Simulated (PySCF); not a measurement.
SMILES c1c(-c2sccc2)c([SiH3])ccc1 (C10H10SSi) at its GFN2-xTB optimised geometry (Å):

```
22

Si    -0.8504    -2.0064     2.0388
C      0.5142    -1.8338     0.7433
C      1.4222    -2.8805     0.6059
C      2.5025    -2.8095    -0.2533
C      2.7115    -1.6584    -0.9949
C      1.8242    -0.6072    -0.8839
C      0.7167    -0.6876    -0.0391
C     -0.2036     0.4386     0.0000
C     -1.5690     0.4386     0.0000
C     -2.1283     1.7337     0.0095
C     -1.1859     2.7100     0.0170
S      0.4076     2.0680     0.0000
H     -1.1367    -0.7189     2.6696
H     -2.0637    -2.5627     1.4297
H     -0.3674    -2.9473     3.0533
H      1.2805    -3.7731     1.1992
H      3.1864    -3.6417    -0.3356
H      3.5605    -1.5817    -1.6581
H      1.9750     0.2918    -1.4653
H     -2.1567    -0.4600    -0.0425
H     -3.1864     1.9261     0.0095
H     -1.3229     3.7731     0.0282
```

Computed with CAM-B3LYP/def2-SVP in PySCF. Cells within 0.4 Å of a nucleus heavier than hydrogen are left out (blank, or x).

Map of the HOMO amplitude (bohr^(-3/2)) on the plane z = 0.0 Å; orbital energy -7.50 eV, overall sign arbitrary:

```
|666666666666666666666666666|
|666666666666666666666666666|
|666666666666666666666666666|
|666666666555666666666666666|
|666666665555666666666666666|
|666666665555666666666666666|
|666666665555666666666666666|
|6666666655xx666666666666666|
|66666666655666x666666666666|
|66666666xx5655x566666666666|
|66666666x566544566666666666|
|666666655566655666666666666|
|666666655xx7xx6777766666666|
|666666655567667888876666666|
|66666666566654xx99876666666|
|66666666655543xx88765555666|
|666666666555433566654555666|
|666666666655422465433455566|
|666666666655433565202455566|
|666666666655555787xx1455566|
|666666666665556899733455666|
|666666666666666788765555666|
|666666666666666677666556666|
|666666666666666666666666666|
|666666666666666666666666666|
|666666666666666666666666666|
|666666666666666666666666666|
```
Scale: ten equal steps from -0.086 (start of '0') to 0.055 (end of '9'), in the order '0123456789'; x runs from -6.00 to 6.00, y from -6.00 (bottom) to 6.00 (top).
